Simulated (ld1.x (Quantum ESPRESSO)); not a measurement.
**u(r) = r·R(r): atom against pseudo-atom (Mg)**

Columns: radius, all-electron u(r) and pseudo u(r) of the 3p shell (level -1.34 eV) of magnesium in the configuration [Ne] 3s2 3p0; PBE, non-relativistic, PAW scheme, ld1.x (Quantum ESPRESSO) 7.5.

```json
{"r (bohr)": "0.178", "all-electron": "0.0971", "pseudo": "-0.0048"}
{"r (bohr)": "0.355", "all-electron": "0.1577", "pseudo": "-0.0190"}
{"r (bohr)": "0.533", "all-electron": "0.1454", "pseudo": "-0.0419"}
{"r (bohr)": "0.710", "all-electron": "0.0941", "pseudo": "-0.0721"}
{"r (bohr)": "0.888", "all-electron": "0.0273", "pseudo": "-0.1084"}
{"r (bohr)": "1.065", "all-electron": "-0.0424", "pseudo": "-0.1487"}
{"r (bohr)": "1.243", "all-electron": "-0.1098", "pseudo": "-0.1915"}
{"r (bohr)": "1.420", "all-electron": "-0.1717", "pseudo": "-0.2345"}
{"r (bohr)": "1.598", "all-electron": "-0.2278", "pseudo": "-0.2766"}
{"r (bohr)": "1.775", "all-electron": "-0.2773", "pseudo": "-0.3159"}
{"r (bohr)": "1.953", "all-electron": "-0.3212", "pseudo": "-0.3517"}
{"r (bohr)": "2.130", "all-electron": "-0.3593", "pseudo": "-0.3828"}
{"r (bohr)": "2.308", "all-electron": "-0.3918", "pseudo": "-0.4093"}
{"r (bohr)": "2.485", "all-electron": "-0.4184", "pseudo": "-0.4308"}
{"r (bohr)": "2.662", "all-electron": "-0.4396", "pseudo": "-0.4477"}
{"r (bohr)": "2.840", "all-electron": "-0.4558", "pseudo": "-0.4604"}
{"r (bohr)": "3.018", "all-electron": "-0.4673", "pseudo": "-0.4695"}
{"r (bohr)": "3.195", "all-electron": "-0.4745", "pseudo": "-0.4752"}
{"r (bohr)": "3.373", "all-electron": "-0.4780", "pseudo": "-0.4781"}
{"r (bohr)": "3.550", "all-electron": "-0.4782", "pseudo": "-0.4782"}
{"r (bohr)": "3.728", "all-electron": "-0.4755", "pseudo": "-0.4755"}
{"r (bohr)": "3.905", "all-electron": "-0.4705", "pseudo": "-0.4705"}
{"r (bohr)": "4.083", "all-electron": "-0.4635", "pseudo": "-0.4635"}
{"r (bohr)": "4.260", "all-electron": "-0.4549", "pseudo": "-0.4549"}
{"r (bohr)": "4.438", "all-electron": "-0.4451", "pseudo": "-0.4451"}
{"r (bohr)": "4.615", "all-electron": "-0.4342", "pseudo": "-0.4342"}
```

**Question.** How many radial nodes do the two functions have?

**Answer.** The all-electron 3p function has n − l − 1 = 1; the pseudo-wave has 0, since the states of the same l below it are removed with the core.

**Question.** At about which radius was the pseudo-wave matched?

**Answer.** 3.55 bohr, where the columns begin to agree (steps of 0.18 bohr).

**Question.** Where does each function peak?

**Answer.** Outermost all-electron maximum near 3.55 bohr, pseudo maximum near 3.55 bohr (to the table’s step).

**Question.** Is the pseudo-wave norm-conserving?

**Answer.** No, it belongs to a PAW set: the norm inside the radius is not constrained, and the difference is carried by the augmentation charge.
